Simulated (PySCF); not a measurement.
B(NCO)2(OH) (C2HBN2O3), SMILES N(B(O)N=C=O)=C=O. Atoms are numbered in the order given.

```xyz
9

B     -0.7732     0.0014     0.0000
N     -0.4253     1.3974     0.0000
C      0.4344     2.2470     0.0000
O      1.1959     3.1337     0.0000
N      0.2529    -0.9949     0.0000
C      0.6168    -2.1451     0.0000
O      1.0565    -3.2288     0.0000
O     -2.0726    -0.3814     0.0000
H     -2.6726     0.3760     0.0000
```

Geometry optimised at r2SCAN-D4/def2-SVP. One conformer was computed; it need not be the lowest.

Method: PBE/pcSseg-1 run with PySCF.

GIAO shieldings, no solvent; atoms listed in one row are averaged. δ = σ(ref) − σ: ¹¹B against BF3 (σ = 83.9 ppm); ¹⁵N against NH3 (σ = 267.0 ppm); ¹³C against TMS (σ = 182.0 ppm); ¹⁷O against H2O (σ = 334.3 ppm); ¹H against TMS (σ = 31.49 ppm), references at their B3LYP-D3(BJ)/def2-TZVP geometries, non-relativistic.

```
nucleus  atoms  count  δ (ppm)
-------  -----  -----  -------
¹¹B         B1      1      0.2
¹⁵N         N2      1     75.8
¹⁵N         N5      1     73.3
¹³C         C3      1    125.5
¹³C         C6      1    123.9
¹⁷O         O4      1    170.2
¹⁷O         O7      1    165.5
¹⁷O         O8      1    155.8
¹H          H9      1     4.74
```
